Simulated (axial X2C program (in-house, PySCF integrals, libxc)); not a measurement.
CoCl⁺: from the spin-free to the two-component result

All values were computed with an axial X2C code built on PySCF integrals. Spin-free means the one-electron spin-free X2C Hamiltonian; two-component (2c) means X2C with spin–orbit coupling and atomic mean-field two-electron Coulomb and Gaunt terms, so the difference of the two also holds small scalar two-electron terms. Basis: Co dyall-cv3z [9s10p6d3f2g], Cl dyall-av3z [9s8p3d2f] (cores contracted in-house); Gaussian nuclei, density fitting, unrestricted open shells. Masses: Co 58.933 u, Cl 34.969 u.

Spin-free state: M_S = 3/2, Λ = 2 (beyond evenly filled blocks: π+α, π-α, δ+α, δ+β, δ-α); fragments Co+ + Cl.

```
  level  Re (Å)  ωe (cm⁻¹)  De (eV)  μ (D)
   PBE0   2.021      493.2    2.983  -5.01
     HF   2.114      468.1      n/a  -7.65
    MP2   2.048      480.7    2.369    n/a
CCSD(T)   2.042      481.1      n/a    n/a
  PBE50   2.038      495.4    2.857  -6.15
```

Correlated methods: 15 electrons correlated (number of frozen shells: Co 3 s, 2 p; Cl 2 s, 1 p), 249 virtual spin orbitals or spinors in MP2, 90 natural virtuals in coupled cluster.

Dipoles are positive if Cl is the positive end and refer to the centre of mass.

Two-component determinant lowest at the distance of the search:

Ω = 7/2 (⟨Sz⟩ = 1.50, ⟨Lz⟩ = 2.00 at HF); fragments Co+ + Cl.

```
  level  Re (Å)  ωe (cm⁻¹)  μ (D)
   PBE0   2.022      493.0  -5.02
     HF   2.115      467.9  -7.66
    MP2   2.049      480.3    n/a
CCSD(T)   2.043      480.6    n/a
  PBE50   2.039      495.1  -6.15
```

Task: From the two tables, how do the constants change at the CCSD(T) level (2c against spin-free)?

Result: At the CCSD(T) level Re increases by 0.001 Å and ωe decreases by 0.5 cm⁻¹.

The state is one determinant whose occupation by symmetry is held fixed; it was picked as the lowest of a PBE0 search that is not exhaustive. De is counted from the lowest determinant-based energies of the atoms at the same level, without counterpoise correction. De is not given where an atomic determinant may have missed its ground term or J level, or where the truncated virtual space spoils (T). Density functionals use the spin component along the axis (collinear). Coupled cluster ran in a truncated set of natural virtual spinors; the MP2 energy of the rest was added. (T) has no such correction and the atoms are truncated less, which lowers De at CCSD(T) by a hundredth of an eV or more. Other states lie close and PBE0, whose exact exchange favours high spin, may order them wrongly; the determinant shown need not be the ground state. The nearest other spin-free determinant of the search, M_S = 3/2, Λ = 3, lies 0.08 eV up at the distance of the search. Without a current term, density functionals place determinants with orbital angular momentum somewhat too high. With several unpaired electrons one determinant need not be a pure state. Some points did not converge and are left out. The stretched end of a curve changes character and is left out.
